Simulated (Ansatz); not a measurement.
Two structures of BNH6OF2, closed shell, reached by relaxing down either side of one saddle point (PBE0-D4/def2-TZVP). Energies are electronic, without zero-point energy. Program: Ansatz 0.2.0. Basis: def2-TZVPP and def2-QZVPP. Cores are frozen in the correlated methods. Extrapolation: Hartree–Fock as exp(−7.88 √X), correlation as X^−2.97. First:

```json
{"atom": "B1", "x (Å)": "-1.1199", "y (Å)": "-0.9932", "z (Å)": "-0.5941"}
{"atom": "H2", "x (Å)": "-0.6543", "y (Å)": "-1.2197", "z (Å)": "-1.6936"}
{"atom": "F3", "x (Å)": "-1.9889", "y (Å)": "-1.9343", "z (Å)": "-0.1322"}
{"atom": "F4", "x (Å)": "-1.5714", "y (Å)": "0.3063", "z (Å)": "-0.4260"}
{"atom": "H5", "x (Å)": "0.6039", "y (Å)": "-0.1147", "z (Å)": "0.4671"}
{"atom": "O6", "x (Å)": "0.1354", "y (Å)": "-1.0419", "z (Å)": "0.4484"}
{"atom": "H7", "x (Å)": "1.6892", "y (Å)": "1.7390", "z (Å)": "-0.1740"}
{"atom": "N8", "x (Å)": "0.9632", "y (Å)": "1.4131", "z (Å)": "0.4520"}
{"atom": "H9", "x (Å)": "0.7605", "y (Å)": "-1.7275", "z (Å)": "0.1970"}
{"atom": "H10", "x (Å)": "1.1151", "y (Å)": "1.8363", "z (Å)": "1.3593"}
{"atom": "H11", "x (Å)": "0.0674", "y (Å)": "1.7365", "z (Å)": "0.0961"}
```

Second:

B1  (-0.763, -0.415, 0.434)
H2  (1.587, 0.280, -2.427)
F3  (-1.228, -0.389, -0.872)
F4  (-1.787, -0.182, 1.334)
H5  (0.617, 0.969, 1.470)
O6  (0.132, -1.458, 0.758)
H7  (0.929, -0.040, -2.268)
N8  (0.205, 0.923, 0.544)
H9  (-0.304, -2.310, 0.802)
H10  (0.947, 0.858, -0.147)
H11  (-0.335, 1.765, 0.374)
(Å)

(1) Which bonds change from the first to the second?

(2) Give the saddle point's structure and its height above each. (Judge from chemistry; the value comes from the calculation.)

No T1 diagnostic of these runs exceeds 0.012.

Results:

(1) BH₃OF₂ ([OH2][BH]([F])[F]) + NH₃ → BNH₄OF₂ ([NH3][B]([OH])([F])[F]) + H₂; bonds formed: B1–N8, H2–H7, H5–N8; dative contacts that become bonds: B1–O6; bonds broken: B1–H2, H5–O6, H7–N8.

(2) By the calculation: 0.652 eV above the first and 1.495 eV above the second (CCSD(T) at an estimated basis limit (MP2 extrapolated from triple and quadruple zeta, plus CCSD(T) − MP2 in triple zeta)).
```
11
angstrom
B -0.8542 -0.8381 -0.3959
H 0.0543 -0.1835 -1.2510
F -1.3393 -1.8184 -1.2126
F -1.7517 0.1601 -0.0775
H 0.8154 0.6294 1.1041
O -0.1334 -1.2778 0.7483
H 0.4272 0.5150 -0.6180
N 0.8230 1.2940 0.3308
H 0.1144 -2.1992 0.6622
H 1.7339 1.7210 0.2215
H 0.1104 1.9973 0.4880
```

The step is the kind of ligand exchange by which a precursor binds to a hydroxyl group, or is hydrolysed, in atomic layer deposition of oxides.

Labels in which every atom is bracketed show which atoms are joined, not bond orders.

For scale, one of the runs: CCSD(T)/def2-TZVPP, 239 basis functions, launched by `ansatz run in.yaml --threads 4 --pin off --events-out ev --progress --plain --max-ram 9574MiB`. Hardware: 4 CPU threads of an Intel Xeon, shared host. Wall time 3.5 min; peak host memory 5.1 GiB.
